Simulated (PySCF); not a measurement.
Input file for PySCF: R-B3LYP/LANL2DZ on ClGaH2O (SMILES [OH][GaH][Cl]), a point of a torsion scan.

```python
from pyscf import gto, scf, dft, mp
from pyscf.data.elements import chemcore

mol = gto.M(
    atom='''
    O    -1.15025137   -0.20063426   -0.34520866
    Ga    0.56596044   -0.11971039   -0.47416812
    Cl    1.16554841    0.61917090   -2.30803937
    H    -1.83459531   -0.45555389    0.26670841
    H     1.45492976   -0.56720672    0.69198032
    ''',
    basis='lanl2dz',
    ecp={'Cl': 'lanl2dz', 'Ga': 'lanl2dz'},
    charge=0, spin=0, verbose=3, max_memory=1800)
mf = dft.RKS(mol, xc='b3lyp')
mf.conv_tol = 1e-8
mf.max_cycle = 100
mf.kernel()
if not mf.converged:
    mf = mf.newton().run(mf.mo_coeff, mf.mo_occ)
```

Output:

```
converged SCF energy = -93.5096463426353
```

The calculation finished and met its thresholds.

Cost: around 2.6 core-seconds (rough).
